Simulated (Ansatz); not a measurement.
BiI₃, singlet, at a GFN2-xTB geometry (such geometries of metal compounds can be far from the true shape) (core potentials on Bi, I); CAM-B3LYP/def2-SVP run with Ansatz (a program for electronic structure).

Input for Ansatz:
Ansatz 0.2 input:
```yaml
crystal:
  periodic: [false, false, false]
  atoms:
    - {symbol: Bi, position_ang: [-0.00303733, -0.01332568, 0.92117636]}
    - {symbol: I, position_ang: [0.41268267, -2.36086336, -0.51376290]}
    - {symbol: I, position_ang: [1.84681524, 1.54675341, -0.45250688]}
    - {symbol: I, position_ang: [-2.25474133, 0.83497847, -0.47632715]}
basis:
  gaussian:
    orbitals: def2-SVP
hamiltonian:
  xc: cam_b3lyp
```

What the program printed (banner, timings and long lists left out):

```
Functional definition: CAM-B3LYP
1341 factors; integrals over basis functions are off by at most 1.4e-4 eV
321 factors; integrals over basis functions are off by at most 1.9e-6 eV
mean field evaluation 1: about -30143.8011 eV, gradient 2.2e1 eV
mean field evaluation 2: about -30142.4843 eV, gradient 3.2e1 eV
mean field evaluation 4: about -30145.7680 eV, gradient 1.4e0 eV
mean field evaluation 8: about -30145.8220 eV, gradient 3.1e-2 eV
mean field evaluation 16: about -30145.8220 eV, gradient 1.8e-5 eV
mean field -30145.82201920 eV, -1107.8385256335 hartree, gradient 1.8e-5 eV, S^2 0.000000; 0 other end points of the search recorded, 0 dependent functions left out
reference -30145.82213867 eV, -1107.8385300238 hartree; 49, 49 occupied and 55, 55 virtual orbitals, 1341 factors
Total energy: -30145.82213867 eV, -1107.8385300238 hartree
```
